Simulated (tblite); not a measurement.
Input of a run (GFN2-xTB geometry optimisation, gas phase (tblite 0.8.0)), started from a force field or distance geometry:
```
{"job": {"kind": "relax", "xc": "GFN2-xTB", "basis": "xTB"}, "charge": 0, "multiplicity": 1}
C     -2.048400     1.658000     1.332700
C     -1.695800     0.720100     0.679100
C     -1.239600    -0.447500    -0.096600
N      0.196200    -0.563400    -0.159400
C      1.093500     0.254900    -0.755000
C      2.299200    -0.357300    -0.549000
N      2.112100    -1.510100     0.150300
N      0.817700    -1.636900     0.390500
H     -2.373400     2.493800     1.913200
H     -1.659100    -1.373000     0.321900
H     -1.596400    -0.366100    -1.138400
H      0.804700     1.164700    -1.263900
H      3.284800    -0.036700    -0.843200
```

Output (eV, eV/Å):
```
step      E/eV     max force
  0    -596.32907    2.367
  1    -596.40617    2.031
  2    -596.40363    2.614
  3    -596.43471    0.359
  4    -596.43997    0.288
  5    -596.44475    0.188
  6    -596.44803    0.217
  7    -596.44961    0.148
  8    -596.45116    0.074
  9    -596.45176    0.061
 10    -596.45217    0.051
 11    -596.45262    0.051
 12    -596.45310    0.059
 13    -596.45348    0.045
 14    -596.45372    0.040
 15    -596.45392    0.039
 16    -596.45413    0.050
 17    -596.45439    0.054
 18    -596.45470    0.049
 19    -596.45502    0.042
 20    -596.45533    0.043
 21    -596.45559    0.046
 22    -596.45581    0.042
 23    -596.45600    0.037
 24    -596.45617    0.037
 25    -596.45636    0.047
 26    -596.45660    0.052
 27    -596.45689    0.063
 28    -596.45719    0.063
 29    -596.45748    0.050
 30    -596.45777    0.071
 31    -596.45810    0.067
 32    -596.45841    0.043
 33    -596.45863    0.036
 34    -596.45877    0.030
 35    -596.45887    0.034
 36    -596.45895    0.025
 37    -596.45903    0.030
 38    -596.45910    0.031
 39    -596.45919    0.032
 40    -596.45930    0.036
 41    -596.45942    0.028
 42    -596.45952    0.029
 43    -596.45960    0.028
 44    -596.45967    0.021
 45    -596.45973    0.015
 46    -596.45976    0.013
 47    -596.45978    0.010
 48    -596.45979    0.011
 49    -596.45981    0.011
 50    -596.45983    0.011
 51    -596.45984    0.013
 52    -596.45986    0.014
 53    -596.45988    0.014
 54    -596.45992    0.016
 55    -596.45997    0.022
 56    -596.46003    0.029
 57    -596.46014    0.032
 58    -596.46030    0.031
 59    -596.46050    0.034
 60    -596.46067    0.033
 61    -596.46086    0.040
 62    -596.46109    0.044
 63    -596.46134    0.048
 64    -596.46155    0.040
 65    -596.46169    0.022
 66    -596.46177    0.030
 67    -596.46184    0.023
 68    -596.46189    0.019
 69    -596.46193    0.015
 70    -596.46195    0.011
 71    -596.46199    0.011
 72    -596.46201    0.014
 73    -596.46203    0.018
 74    -596.46207    0.017
 75    -596.46209    0.012
 76    -596.46211    0.008
```

Question: Summarise the run.

Answer: The energy falls by 0.133 eV over 76 L-BFGS steps, the largest force on an atom goes from 2.37 to 0.008 eV/Å, and the atoms move by 0.165 Å rms after alignment. The bond that changes most is N7–N8 (both ends pyridine-type nitrogen), which shortens by 0.045 Å. Bonds longer at the end by more than 0.005 Å: 1 of 13; shorter: 8. Among the angles that change most is N4–C3–H11, from 106.7° to 109.9°. Among the dihedrals that turn most is H10–C3–N4–C5, from 171° to -173°. The energy rose by more than 1e-5 eV at step 2. The first step brought 58 % of the lowering.

Question: What are the final bond lengths?

Answer: C1≡C2 1.196 Å, C2–C3 1.451 Å, C3–N4 1.441 Å, N4–C5 1.352 Å, C5–C6 1.375 Å, C6–N7 1.346 Å, N7–N8 1.278 Å, N4–N8 1.327 Å, C1–H9 1.049 Å, C3–H10 1.095 Å, C3–H11 1.098 Å, C5–H12 1.069 Å, C6–H13 1.070 Å. Numbering counts from 1 in the input's order; the species is `C#CCn1ccnn1`.

The run took 0.28 s wall on an Arm Neoverse V2 with one thread, no GPU, shared host with 96 logical CPUs at a one-minute load of 28.

Its GFN2-xTB frequencies are all real (lowest 40 cm⁻¹). The numbers are those of one conformer.

All values are computed, not measured.
